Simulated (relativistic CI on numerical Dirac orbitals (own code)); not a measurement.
## Mo2+: calculation against measurement

Calculated at this level of theory: Dirac-Coulomb-Breit CI, separate exchange-only KLI orbitals for each configuration, model QED (radiative potential, 1s self-energy scaled to tabulated hydrogen-like ionisation energies), valence Slater integrals scaled by 0.85, configuration energies shifted to the measured levels that pair with them (semi-empirical) (own radial code, finite nucleus).

CI space (outside the closed core [Kr]): 4d4, 4d3.5s, 4d3.5p, 4d2.5s2, 4d3.4f, 4d2.5s.5p, 4d3.5d, 4d3.6s, 4d3.6p, 4d2.4f2, 4d3.6d, 4d3.5f, 4d3.5g, 4d2.5p2, 4d3.6f, 4d3.6g, 4d2.5s.6s, 4d2.4f.5s, 4d2.5p.6s. Levels of other configurations are missing.

```csv
Configuration,Term (tabulated),J,Measured (cm⁻¹),Computed,Error,Purity (%)
4d4,5D,0,0.0,0,0,98
4d4,5D,1,242.0,208,-34,99
4d4,5D,2,668.2,584,-84,99
4d4,5D,3,1224.0,1087,-137,99
4d4,5D,4,1872.3,1685,-187,99
4d4,3P2,0,11149.2,11943,794,93
4d4,3P2,1,12510.3,13033,522,95
4d4,3H,4,12679.6,13236,557,90
4d4,3H,5,13275.5,13731,456,95
4d4,3H,6,13811.2,14199,388,98
4d4,3F2,2,13928.7,14563,634,95
4d4,3F2,3,13948.2,14633,685,82
4d4,3F2,4,14296.1,14917,621,81
4d4,3P2,2,14357.6,14742,385,94
4d4,3G,3,15871.2,16620,749,83
4d4,3G,4,16282.8,17042,759,84
4d4,3G,5,16714.4,17418,704,94
4d4,3D,3,19487.8,20918,1430,97
4d4,3D,2,19576.7,20951,1375,90
4d4,1I,6,20290.2,20690,400,98
4d4,1G2,4,20611.9,21597,986,93
4d4,1D2,2,22806.2,24099,1293,86
4d4,1S2,0,22990.1,24580,1590,97
4d3.5s,5F,1,32418.7,31686,-733,99
4d3.5s,5F,2,32843.3,32068,-776,99
4d3.5s,5F,3,33452.2,32629,-823,99
4d3.5s,5F,4,34225.4,33347,-879,97
4d3.5s,5F,5,35129.4,34213,-917,99
4d4,1G1,4,36164.0,37513,1349,87
4d3.5s,5P,1,42404.7,42405,0,98
4d3.5s,5P,2,42521.8,42624,102,81
4d3.5s,3F,2,42665.8,42752,86,78
4d3.5s,5P,3,43461.6,43406,-56,97
4d3.5s,3F,3,43561.8,43626,64,88
4d3.5s,3F,4,44655.3,44656,0,87
4d3.5s,3G,3,46299.6,46137,-162,95
4d3.5s,3G,4,46601.6,46427,-174,85
4d3.5s,3G,5,46962.1,46749,-213,88
4d3.5s,3P,2,49088.7,49232,143,62
4d3.5s,3H,4,49541.7,49266,-275,88
4d3.5s,3H,5,50318.8,49890,-429,90
4d3.5s,3H,6,50481.6,50042,-440,99
4d3.5s,3D,3,51425.9,51801,375,97
4d3.5s,3D,2,51482.9,51763,280,72
4d3.5s,1G,4,52698.0,53024,326,82
4d3.5s,3P,0,53407.5,54428,1021,91
4d3.5s,3P,2,54191.2,55140,949,91
4d3.5s,1H,5,54853.3,54772,-82,98
4d3.5s,1D,2,56741.9,57865,1124,78
4d3.5s,3F,4,58730.3,59295,565,98
4d3.5s,3F,3,58893.8,59457,563,97
4d3.5p,5G°,2,73853.2,73981,128,97
4d3.5p,5G°,3,74724.8,74772,47,97
4d3.5p,5G°,4,75816.5,75774,-42,97
4d3.5p,3D°,1,75972.4,76454,482,59
4d3.5p,5G°,5,77113.3,76974,-139,97
4d3.5p,5D°,0,78568.4,78631,63,98
4d3.5p,5G°,6,78689.4,78405,-284,99
4d3.5p,5F°,4,79497.1,79497,0,68
4d3.5p,5F°,5,80343.2,80331,-12,81
```

Measured levels from Sugar and Musgrove, J. Phys. Chem. Ref. Data 17, 155 (1988); pairs were made by configuration, J and term (by order where the table uses no LS term), so strongly mixed levels may be paired wrongly.

Mean error by configuration (cm⁻¹): 4d4 662; 4d3.5s -13; 4d3.5p 27. Over the excited levels the mean absolute error is 489 cm⁻¹ (59 of the 67 excited levels that our extract of the source holds in range could be paired, and the others can miss by more), and the median relative error of those above 1,000 cm⁻¹ is 1.8 %, both after the shifts were fitted to these levels, so that a configuration with one level shows no error.

Configurations whose levels could be paired with our table of measured levels were shifted onto them, all but the ground configuration, by the median error of their levels; single terms can still be off by 1,000 to 2,000 cm⁻¹ or more, and rates follow the energies as ν³ (E1, M1) or ν⁵ (E2). The others borrow a shift and can be off by several thousand cm⁻¹ or more. The fine structure of a lone outer electron comes out too small, for d and f at times inverted, and misplaced configurations move strength between like terms. 59 of the 67 excited levels that our extract of the measured tables holds in this range could be paired (the sources list more); they are missed by 489 cm⁻¹ on average and 1590 at most, after the shifts were fitted to these levels, and levels without a partner can miss by more.

Shifts applied (cm⁻¹): 4d4 0; 4d3.5s -3758; 4d3.5p -1407.
